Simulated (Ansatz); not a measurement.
Input (FCI/def2-QZVPP; Ansatz, a quantum-chemistry and plane-wave program): A basis named .json is the Basis Set Exchange file of that set.

Ansatz 0.2 input:
```yaml
crystal:
  periodic: [false, false, false]
  atoms:
    - {symbol: Y, position_ang: [0.00000000, 0.00000000, 0.00000000]}
basis:
  gaussian:
    orbitals: def2-QZVPP.json
magnetization: {spin_polarized: true, initial_magnetization: 1}
correlation: {method: fci, electrons: outside_noble_gas}
scf: {lower_state_search: full}
```

Output:

```
Functional definition: HF
integrals: 0.15 GiB planned
813 factors; integrals over basis functions are off by at most 2.3e-8 eV
mean field: 0.16 GiB planned
mean field evaluation 1: about -1027.2572 eV, gradient 5.2e0 eV
mean field evaluation 2: about -1027.2639 eV, gradient 5.2e0 eV
mean field evaluation 4: about -1027.8981 eV, gradient 1.1e0 eV
mean field evaluation 8: about -1028.2046 eV, gradient 3.2e-1 eV
mean field evaluation 16: about -1028.2125 eV, gradient 4.3e-6 eV
mean field evaluation 32: about -1029.1524 eV, gradient 2.7e-2 eV
mean field evaluation 64: about -1029.1122 eV, gradient 3.4e-1 eV
mean field evaluation 96: about -1029.1525 eV, gradient 1.8e-6 eV
mean field evaluation 128: about -1027.2183 eV, gradient 8.9e0 eV
mean field evaluation 160: about -1028.2125 eV, gradient 2.4e-3 eV
mean field evaluation 192: about -1029.1524 eV, gradient 7.5e-3 eV
mean field evaluation 224: about -1029.1525 eV, gradient 2.2e-4 eV
mean field evaluation 256: about -1029.1523 eV, gradient 1.2e-2 eV
mean field evaluation 288: about -1029.1460 eV, gradient 1.4e-1 eV
mean field evaluation 320: about -1029.1662 eV, gradient 2.9e-2 eV
mean field evaluation 352: about -1029.1203 eV, gradient 1.5e0 eV
mean field evaluation 384: about -1029.1516 eV, gradient 1.9e-1 eV
mean field evaluation 416: about -1028.2125 eV, gradient 4.5e-3 eV
mean field evaluation 448: about -1029.1525 eV, gradient 2.4e-2 eV
mean field evaluation 480: about -1027.6002 eV, gradient 1.4e-1 eV
mean field evaluation 512: about -1029.1525 eV, gradient 7.6e-5 eV
mean field evaluation 544: about -1027.5355 eV, gradient 1.1e0 eV
mean field evaluation 576: about -1029.1509 eV, gradient 1.5e-1 eV
mean field evaluation 608: about -1027.8950 eV, gradient 1.7e-1 eV
mean field -1029.15248281 eV, -37.8206561588 hartree, gradient 5.1e-6 eV, S^2 0.865581; 29 other end points of the search recorded, 0 dependent functions left out
determinant -1029.15248281 eV, -37.8206561588 hartree, with singles and doubles -1030.32057858 eV, -37.8635828864 hartree
determinant -1029.11815824 eV, -37.8193947540 hartree, with singles and doubles -1030.33643203 eV, -37.8641654901 hartree
determinant -1028.21254984 eV, -37.7861142591 hartree, with singles and doubles -1029.14121229 eV, -37.8202419746 hartree
determinant -1027.90005563 eV, -37.7746303086 hartree, with singles and doubles -1028.38175868 eV, -37.7923325694 hartree
determinant -1029.15248281 eV, -37.8206561588 hartree, with singles and doubles -1030.27857065 eV, -37.8620391233 hartree
determinant -1029.11815824 eV, -37.8193947540 hartree, with singles and doubles -1030.27738699 eV, -37.8619956248 hartree
4 core orbitals not correlated
reference -1029.03253873 eV, -37.8162482950 hartree; 2, 1 occupied and 75, 76 virtual orbitals, 813 factors
configuration interaction: 1.08 GiB planned
state -1030.30137809 eV, -37.8628772816 hartree
Total energy: -1030.30137809 eV, -37.8628772816 hartree
```

The determinant is spin-contaminated: <S^2> is 0.87, 0.12 over the pure value.
